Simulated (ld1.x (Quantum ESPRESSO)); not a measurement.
# I (Z = 53): TM pseudisation with PBE, scalar-relativistic reference atom.

* Element: I (Z = 53)
* Generator: ld1.x (Quantum ESPRESSO) 7.5
* Type: norm-conserving Troullier–Martins (Kleinman–Bylander form)
* Functional: PBE
* Relativity: scalar-relativistic
* Frozen core: [Kr]
* Valence charge: 17
* Reference configuration: 4d10 5s1.5 5p5.5
* Partial waves: 5p (bound): rc 2.10 bohr; 4d (bound): rc 1.00 bohr; 5s (bound): rc 1.30 bohr
* Local potential: the s channel
* Core correction: none

All-electron outer shells of the reference configuration (PBE, scalar-relativistic, ld1.x):

```tsv
shell	level (eV)	outermost node (bohr)	outermost maximum (bohr)
4s	-181.29	0.37	0.68
4p	-128.26	0.37	0.72
4d	-50.94	0.35	0.78
5s	-17.77	0.88	1.70
5p	-7.36	0.96	2.02
```

Calculated quality:

```json
{"Cutoffs needed": "140 Ry and 230 Ry (the cutoffs (Ry, on a coarse ladder) from which the occupation-weighted sum of valence levels, in a spherical-Bessel basis at the reference potential, stays within 10 and 1 mRy of its value at 400 Ry)", "Ghost test": "no extra level below or beside the all-electron valence levels (p, d, s, f tested) (spherical-Bessel basis up to 400 Ry, 20 bohr box)", "Largest excitation error": "-69 meV (all-electron minus pseudo) for 4d9 5s2 5p6, out of 7 test configurations"}
```

Generation and tests took about 3 s on one core of a shared server CPU.
